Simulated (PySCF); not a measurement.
A GIAO shielding run with PySCF 2.14 (density fitting, non-relativistic, gas phase) on SMILES C1=CC2(B)C=CC1C=C2, C8H9B:

```
$ OMP_NUM_THREADS=1 python probes_run.py task.json out

{"job": {"kind": "nmr", "xc": "PBE0", "basis": "pcSseg-1"}, "charge": 0, "multiplicity": 1}
B     -2.223453     0.073845     0.182334
C     -0.692137    -0.010788    -0.103818
C      0.142824     1.262337     0.106269
C      1.454753     1.071643    -0.005618
C      1.825605    -0.384853    -0.295028
C      1.062818    -0.765544    -1.565585
C     -0.250894    -0.582771    -1.459931
C      1.186652    -1.202123     0.828303
C     -0.126353    -1.016753     0.941307
H     -2.648832     0.853060     1.004879
H     -2.990856    -0.691992    -0.355936
H     -0.339966     2.216939     0.323772
H      2.221816     1.841614     0.098278
H      2.907177    -0.544113    -0.378311
H      1.582161    -1.153051    -2.443673
H     -0.984187    -0.802777    -2.238003
H      1.780348    -1.864809     1.460958
H     -0.761975    -1.507481     1.682176
```

Hardware: 1 thread of an Arm Neoverse N1, shared host. The job also computes population analyses, field gradients, ring-centre shieldings.

(1) How large is the calculation?

(2) How long does it take, and how much memory does it need?

(3) And these other runs on the same molecule and hardware: GIAO shielding at HF/pcSseg-1?

Answers

(1) 62 electrons, 198 basis functions and 1014 auxiliary functions.

(2) 71 s of wall time, with 14 SCF cycles and 5 response iterations; peak memory 0.95 GiB. Times on a shared host scatter by some tens of per cent.

(3) HF/pcSseg-1: 198 functions, 24 s.
